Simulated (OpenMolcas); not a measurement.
# Hg: input and output

Input:

```
&GATEWAY
Coord
1

Hg 0.0 0.0 0.0
Basis=ANO-RCC-VDZP
Group=XYZ
NoMove
AngMom=0.0 0.0 0.0
AMFI
&SEWARD
* reference wave functions (RASSCF and RASSI steps not shown): 2 electrons in 4 orbitals (6s 6p)
>>> COPY JOB002 $Project.JobIph
&CASPT2
Multistate=1 1
Frozen=15 19
IPEA=0.25
Imaginary=0.1
MaxIter=60
WThr=0.0 0.3 0.05
PrWF=0.5
NoMix
>>> COPY JOB003 $Project.JobIph
&CASPT2
Multistate=3 1 2 3
Frozen=15 19
IPEA=0.25
Imaginary=0.1
MaxIter=60
WThr=0.0 0.3 0.05
PrWF=0.5
NoMix
>>> COPY JOB004 $Project.JobIph
&CASPT2
Multistate=3 1 2 3
Frozen=15 19
IPEA=0.25
Imaginary=0.1
MaxIter=60
WThr=0.0 0.3 0.05
PrWF=0.5
NoMix
```

Output, cut to the results:

```
--- CASPT2 ---
Orbital specifications:
      -----------------------

      Symmetry species                           1   2
                                                ag  au
      Frozen orbitals                           15  19
      Inactive orbitals                          5   0
      Active orbitals                            1   3
      Secondary orbitals                         6  10
      Deleted orbitals                           0   0
      Number of basis functions                 27  32
Type of calculation                        SS-CASPT2
      Fock operator                              state-specific
      IPEA shift                                 0.25
      Real shift                                 0.00
      Imaginary shift                            0.10
      The input orbitals will be transformed to quasi-canonical
Reference energy:      -19603.8295815205
      E2 (Non-variational):      -0.3257548182
      Shift correction:          -0.0002672233
      E2 (Variational):          -0.3260220415
      Total energy:          -19604.1556035621
      Residual norm:              0.0000001044
      Reference weight:           0.92070
      Contributions to the CASPT2 correlation energy
      Active & Virtual Only:         -0.0013670225
      One Inactive Excited:          -0.0747834515
      Two Inactive Excited:          -0.2496043442
::    CASPT2 Root  1     Total energy: -19604.15560356
--- CASPT2 ---
Orbital specifications:
      -----------------------

      Symmetry species                           1   2
                                                ag  au
      Frozen orbitals                           15  19
      Inactive orbitals                          5   0
      Active orbitals                            1   3
      Secondary orbitals                         6  10
      Deleted orbitals                           0   0
      Number of basis functions                 27  32
Type of calculation                        MS-CASPT2
      Fock operator                              state-specific
      IPEA shift                                 0.25
      Real shift                                 0.00
      Imaginary shift                            0.10
      The input orbitals will be transformed to quasi-canonical
Reference energy:      -19603.6685353976
      E2 (Non-variational):      -0.2999093702
      Shift correction:          -0.0002201633
      E2 (Variational):          -0.3001295335
      Total energy:          -19603.9686649311
      Residual norm:              0.0000001980
      Reference weight:           0.92894
      Contributions to the CASPT2 correlation energy
      Active & Virtual Only:         -0.0014457910
      One Inactive Excited:          -0.0518276930
      Two Inactive Excited:          -0.2466358863
Reference energy:      -19603.6685353923
      E2 (Non-variational):      -0.2999093703
      Shift correction:          -0.0002201633
      E2 (Variational):          -0.3001295336
      Total energy:          -19603.9686649259
      Residual norm:              0.0000001980
      Reference weight:           0.92894
      Contributions to the CASPT2 correlation energy
      Active & Virtual Only:         -0.0014457910
      One Inactive Excited:          -0.0518276931
      Two Inactive Excited:          -0.2466358863
::    CASPT2 Root  1     Total energy: -19603.96866493
::    CASPT2 Root  2     Total energy: -19603.96866493
::    CASPT2 Root  3     Total energy: -19603.96866493
::    MS-CASPT2 Root  1     Total energy: -19603.96866493
::    MS-CASPT2 Root  2     Total energy: -19603.96866493
::    MS-CASPT2 Root  3     Total energy: -19603.96866493
--- CASPT2 ---
Orbital specifications:
      -----------------------

      Symmetry species                           1   2
                                                ag  au
      Frozen orbitals                           15  19
      Inactive orbitals                          5   0
      Active orbitals                            1   3
      Secondary orbitals                         6  10
      Deleted orbitals                           0   0
      Number of basis functions                 27  32
Type of calculation                        MS-CASPT2
      Fock operator                              state-specific
      IPEA shift                                 0.25
      Real shift                                 0.00
      Imaginary shift                            0.10
      The input orbitals will be transformed to quasi-canonical
Reference energy:      -19603.5760021858
      E2 (Non-variational):      -0.3257963193
      Shift correction:          -0.0003070749
      E2 (Variational):          -0.3261033942
      Total energy:          -19603.9021055800
      Residual norm:              0.0000001111
      Reference weight:           0.91736
      Contributions to the CASPT2 correlation energy
      Active & Virtual Only:         -0.0057996224
      One Inactive Excited:          -0.0732343066
      Two Inactive Excited:          -0.2467623902
Reference energy:      -19603.5760021800
      E2 (Non-variational):      -0.3257963197
      Shift correction:          -0.0003070749
      E2 (Variational):          -0.3261033946
      Total energy:          -19603.9021055746
      Residual norm:              0.0000001111
      Reference weight:           0.91736
      Contributions to the CASPT2 correlation energy
      Active & Virtual Only:         -0.0057996225
      One Inactive Excited:          -0.0732343069
      Two Inactive Excited:          -0.2467623902
::    CASPT2 Root  1     Total energy: -19603.90210558
::    CASPT2 Root  2     Total energy: -19603.90210557
::    CASPT2 Root  3     Total energy: -19603.90210557
::    MS-CASPT2 Root  1     Total energy: -19603.90210558
::    MS-CASPT2 Root  2     Total energy: -19603.90210557
::    MS-CASPT2 Root  3     Total energy: -19603.90210557
```

Levels above the lowest, from the spin-orbit matrix with the single-state CASPT2 energies, averaged by term, on its diagonal:

```csv
Configuration,Term,J,E (cm⁻¹),Measured (cm⁻¹),g,Term weight %
6s²,¹S,0,0.0,0.0,,100
6s 6p,³P°,0,37531,37645,,100
6s 6p,³P°,1,39107,39412,1.496,99
6s 6p,³P°,2,42777,44043,1.501,100
6s 6p,¹P°,1,55809,54069,1.005,99
```

Against the 4 measured excited levels shown (NIST Handbook of Basic Atomic Spectroscopic Data) the mean absolute deviation is 860 cm-1; the largest miss in energy is 6s 6p ¹P°₁: computed 55809, measured 54069 cm⁻¹ (+3.2 %).

Some high roots are left out of the spin-orbit mixing, which shifts the levels that they would mix with. Spin-orbit splittings of 6p shells tend to come out small when the coupling is added on scalar orbitals. Computed and measured levels are paired by configuration, term and J; levels that our copy of the source lacks, or whose pairing is in doubt (as where it misses far off the trend of its configuration), stay unpaired and out of the deviations. Levels of configurations outside the active space are missing. The first state left out of the spin-orbit step lies near 88000 cm-1 above the lowest spin-free state of the reference (among the parities and spins computed), and the list stops at four fifths of that energy or lower.

The term weight is that of the spin-free term in the level, not the purity of its configuration. ° marks odd parity.
